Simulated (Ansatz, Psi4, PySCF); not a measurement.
BF₂, doublet, geometry from GFN2-xTB. Base run: MP2/def2-TZVP (PySCF).

Here is a job for PySCF.
```python
from pyscf import gto, scf, mp

mol = gto.M(
    atom='''
F    -1.09933277   -0.18974845    0.05097832
B    -0.01799801    0.56075196   -0.01779468
F     1.10933166   -0.12178042   -0.04109239
''',
    basis='def2-tzvp',
    spin=1,
    verbose=4,
)

mf = scf.UHF(mol)
mf.kernel()

pt = mp.MP2(mf)
pt.kernel()
print('E(MP2) = %.10f' % pt.e_tot)
```

The same geometry, method and basis name were run in Ansatz (a quantum-chemistry and plane-wave program) and Psi4 and PySCF, at each program's defaults and at the settings that a row names. The base is PySCF at its defaults. Differences at the defaults can come from grids, fitting, cores and function types together.

```csv
code and settings,ΔE vs base (mEh),basis functions,E (Eh),SCF cycles
"PySCF, defaults (exact integrals, spherical functions, all electrons correlated)",0.000,93,-224.33838,11
"Psi4, defaults (density fitting with its default set, spherical functions, all electrons correlated)",0.144,93,-224.33823,12
"Ansatz, defaults (factorised integrals, spherical functions, frozen core)",54.600,93,-224.28378,-
"PySCF, frozen core",54.598,93,-224.28378,11
"Psi4, exact integrals, spherical functions, frozen core",54.598,93,-224.28378,12
"Ansatz, high accuracy, frozen core",54.598,93,-224.28378,-
```

Open shells are given as the SCF converged; they aren't shown to be the lowest states, and a large step between rows can be another state.
